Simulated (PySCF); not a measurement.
GaCl, SMILES [Cl][Ga] (connectivity only; charge and spin as stated), neutral, multiplicity 1. Atoms are numbered in the order given.

```xyz
2

Ga     0.0000     0.0000    -0.7916
Cl     0.0000     0.0000     1.4434
```

Coordinates come from a PBE-D3(BJ)/def2-TZVP optimisation.

Two levels are set side by side: PBE/pcSseg-2 (PySCF) and HF/pcSseg-2 (PySCF). GIAO shifts against HCl (³⁵Cl) at the same level; non-relativistic, no solvent, atoms listed together averaged. Without spin–orbit terms, shifts of atoms bonded to Cl or Br come out too high at both levels. Differences are taken from unrounded values.

```
quantity                 HF    PBE  PBE minus HF
--------------------  -----  -----  ------------
δ(³⁵Cl) of Cl2 (ppm)  327.2  494.8         167.6
```

Rough cost on one machine, each run with all the roots and properties that it gave: HF against PBE within a factor of 2.
